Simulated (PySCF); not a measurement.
Simulation results for AlB2H5N, B3H6Si

Calculation on a computer-drawn molecule: the log of a Hartree-Fock and frozen-core CCSD(T) single point meant for a local Hartree-Fock minimum, with one planted fault or none, to be diagnosed. Offsets are logged minus clean, where the clean run is the same molecule without the fault. The reference is restricted for singlets and unrestricted otherwise, and also for a bond in bohr or an excited solution. Adding or removing an electron swaps singlet and doublet. The excited solution moves the top pair (singlet) or top alpha electron (doublet) to the lowest empty orbital. Highest occupied and lowest empty are orbital energies over both spins, largest force is the largest gradient component, triples share is (T) over the correlation energy, the T1 limit is 0.02 restricted and 0.045 unrestricted, electrons count all cores, a negative frequency is imaginary (commonest isotopes), and the dipole is about the centre of nuclear charge. Program: PySCF 2.14.0.

Common to all runs: meant charge 0; meant multiplicity 2; meant basis cc-pV(D+d)Z; logged electrons 35; logged SCF converged yes; logged CC converged yes; logged SCF stable within its kind yes; possible faults no fault, one electron removed, one electron added, multiplicity raised by two, geometry at a saddle point, SCF held on an excited solution, minimal basis STO-3G, one bond length entered in bohr, all coordinates scaled.

(1) 
```xyz
9
formula=AlB2H5N logged_basis_functions=90 logged_spin_squared=3.7643 logged_highest_occupied=-6.3046 logged_lowest_empty=-0.96199 logged_largest_force=0.051071 logged_T1_diagnostic=0.062407 logged_D1_diagnostic=0.30995 logged_triples_share=0.037262 logged_dipole_magnitude=5.3631 logged_energy_HF=-348.48491 logged_energy_CCSD(T)=-348.92862 planted_fault=multiplicity_raised_by_two HF_energy_offset_from_clean_run=68.07 CCSD(T)_energy_offset_from_clean_run=67.23
B     -1.0079    -2.0067    -1.7495
Al     0.2682    -0.4142    -1.4442
B      0.2907     0.7233     0.4010
N      1.1629     1.7944     0.5801
H     -1.7475    -2.9256    -1.9197
H      1.2343    -0.0883    -2.6718
H     -0.4391     0.4794     1.3330
H      1.1950     2.3364     1.4204
H      1.8177     2.1019    -0.1090
```

Units: logged_highest_occupied, logged_lowest_empty in eV; logged_largest_force in hartree/bohr; logged_dipole_magnitude in debye; logged_energy_HF, logged_energy_CCSD(T) in hartree; HF_energy_offset_from_clean_run, CCSD(T)_energy_offset_from_clean_run in kcal/mol.

Drawn bonds:
```
atom  other atom  order
   1           2      1
   2           3      1
   3           4      1
   1           5      1
   2           6      1
   3           7      1
   4           8      1
   4           9      1
```

Notes: T1 above single-reference limit.

(2) 
```xyz
10
formula=B3H6Si logged_basis_functions=95 logged_spin_squared=3.7816 logged_highest_occupied=-6.5456 logged_lowest_empty=-2.1718 logged_largest_force=0.03361 logged_T1_diagnostic=0.030517 logged_D1_diagnostic=0.15245 logged_triples_share=0.034922 logged_dipole_magnitude=1.6312 logged_energy_HF=-366.23798 logged_energy_CCSD(T)=-366.64673 planted_fault=multiplicity_raised_by_two HF_energy_offset_from_clean_run=87.58 CCSD(T)_energy_offset_from_clean_run=84.44
B     -1.7124    -0.7677    -0.4233
B     -0.5061     0.1418     0.3061
Si     1.2169    -0.6227     0.9817
B      1.7193    -2.5410     0.8778
H     -1.7372    -0.9423    -1.6138
H     -2.5994    -1.2678     0.2182
H     -0.6658     1.3277     0.4415
H      2.1809     0.3165     1.6013
H      2.7671    -2.9420     1.2996
H      0.9601    -3.3271     0.3812
```

Units: logged_highest_occupied, logged_lowest_empty in eV; logged_largest_force in hartree/bohr; logged_dipole_magnitude in debye; logged_energy_HF, logged_energy_CCSD(T) in hartree; HF_energy_offset_from_clean_run, CCSD(T)_energy_offset_from_clean_run in kcal/mol.

Drawn bonds:
```
atom  other atom  order
   1           2      1
   2           3      1
   3           4      1
   1           5      1
   1           6      1
   2           7      1
   3           8      1
   4           9      1
   4          10      1
```
